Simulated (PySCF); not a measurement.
## Relaxation of singlet CSe2

Level of theory: PBE0/[C def2-TZVP, Se def2-TZVP], no relativity, density fitting, PySCF. A (50,194) grid was used.

A hand-made bent start, of C2v symmetry, held to at least that symmetry:

```xyz
3
charge 0 multiplicity 1, angstrom
C     0.0000    0.0000   -0.9283
Se    1.4253    0.0000    0.0697
Se   -1.4253    0.0000    0.0697
```

At each step, columns x, y, z (Å) and Fx, Fy, Fz (eV/Å):

```
step 0  E − E(last) = 301.43 kJ/mol
C    0.000   0.000  -0.928   0.000   0.000   4.873
Se   1.425   0.000   0.070   3.785   0.000  -2.437
Se  -1.425   0.000   0.070  -3.785   0.000  -2.437
step 1  E − E(last) = 127.19 kJ/mol
C    0.000   0.000  -0.746  -0.001   0.000   3.851
Se   1.579   0.000  -0.021   0.417   0.000  -1.925
Se  -1.579   0.000  -0.021  -0.417   0.000  -1.926
step 2  E − E(last) = 43.79 kJ/mol
C    0.000   0.000  -0.556  -0.003   0.000   2.295
Se   1.663   0.000  -0.117  -0.508   0.000  -1.147
Se  -1.663   0.000  -0.117   0.511   0.000  -1.148
step 3  E − E(last) = 10.31 kJ/mol
C    0.000   0.000  -0.389  -0.003   0.000   1.010
Se   1.706   0.000  -0.200  -1.020   0.000  -0.505
Se  -1.706   0.000  -0.200   1.023   0.000  -0.505
step 4  E − E(last) = 1.63 kJ/mol
C    0.000   0.000  -0.307  -0.003   0.000   0.324
Se   1.701   0.000  -0.241  -0.552   0.000  -0.162
Se  -1.701   0.000  -0.241   0.555   0.000  -0.162
step 5  E − E(last) = 0.05 kJ/mol
C    0.000   0.000  -0.273  -0.002   0.000   0.070
Se   1.688   0.000  -0.258   0.009   0.000  -0.035
Se  -1.688   0.000  -0.258  -0.007   0.000  -0.035
step 6  E − E(last) = 0.00 kJ/mol
C    0.000   0.000  -0.262   0.002   0.000  -0.006
Se   1.689   0.000  -0.263  -0.029   0.000   0.003
Se  -1.689   0.000  -0.263   0.028   0.000   0.003
step 7  E − E(last) = 0.00 kJ/mol
C    0.000   0.000  -0.263   0.000   0.000   0.000
Se   1.688   0.000  -0.263   0.002   0.000   0.000
Se  -1.688   0.000  -0.263  -0.002   0.000   0.000
```

It ends at D∞h with C–Se 1.689 Å (×2); Se–C–Se 180.0°. A frequency run shows a minimum. Other isomers or separated fragments may lie lower.

The relaxation took of the order of 3 core-minutes on a shared host.
